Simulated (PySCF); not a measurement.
C3H9Al, charge -1, doublet, at a GFN2-xTB geometry (such geometries of metal compounds can be far from the true shape) (a state made from the parent by changing its charge; the spin is typed, not shown lowest) (in this run its highest filled SCF level lies above zero, so its values depend strongly on the basis, on diffuse functions most of all). Base run: MP2/STO-3G in PySCF.

Input for PySCF:
```python
from pyscf import gto, scf, mp

mol = gto.Mole()
mol.atom = '''
    Al   -0.31345568    0.26070650    0.46689355
    C    -1.20837662   -1.44885398   -0.32477592
    H    -0.65953292   -1.91921404   -1.15429636
    H    -2.21794573   -1.24969512   -0.71502619
    H    -1.33776513   -2.24023004    0.42899583
    C    -0.03834955    1.50164128   -1.18677467
    H     0.51711093    1.04796697   -2.02116991
    H     0.51066905    2.42102643   -0.93280851
    H    -0.99227817    1.84111055   -1.61801717
    C     1.61529581   -0.35933302    0.96256457
    H     2.24295330    0.47155375    1.31874227
    H     2.18010805   -0.82353158    0.14032435
    H     1.62018668   -1.09889706    1.77755562
'''
mol.basis = 'sto-3g'
mol.charge = -1
mol.spin = 1
mol.verbose = 5
mol.build()

mf = scf.UHF(mol)
mf.kernel()

pt = mp.MP2(mf, frozen=8)
pt.kernel()
print('E(MP2) = %.10f' % pt.e_tot)
mf.analyze()
```

The base run was repeated with changes; each row names its change, and settings that it needs were set with it.

```csv
change,basis functions,E (Eh),MP2 correlation (Eh),SCF-reference HOMO (eV)
base,33,-356.47436,-0.17613,2.64
basis = pcseg-0,58,-360.43624,-0.31314,-1.49
basis = 3-21G,58,-359.07729,-0.31036,-1.26
basis = 6-31G,58,-360.97647,-0.31493,-1.37
basis = 6-31G*,78,-361.16240,-0.44788,-1.46
basis = 6-31+G*,94,-361.18752,-0.45831,-1.71
basis = cc-pVDZ,105,-361.26211,-0.51929,-1.63
basis = def2-SVP,105,-361.09281,-0.51323,-1.61
basis = pcseg-1,105,-361.20078,-0.50877,-1.67
basis = pc-1,105,-361.21426,-0.50975,-1.66
basis = 6-31G**,105,-361.23982,-0.50869,-1.46
basis = cc-pV(D+d)Z,110,-361.26726,-0.51911,-1.63
basis = 6-311G**,134,-361.32407,-0.54597,-1.66
```

Totals compare only among sets that treat the same electrons; sets with core potentials leave the core out.

Open shells are given as the SCF converged; they aren't shown to be the lowest states, and a large step between rows can be another state.
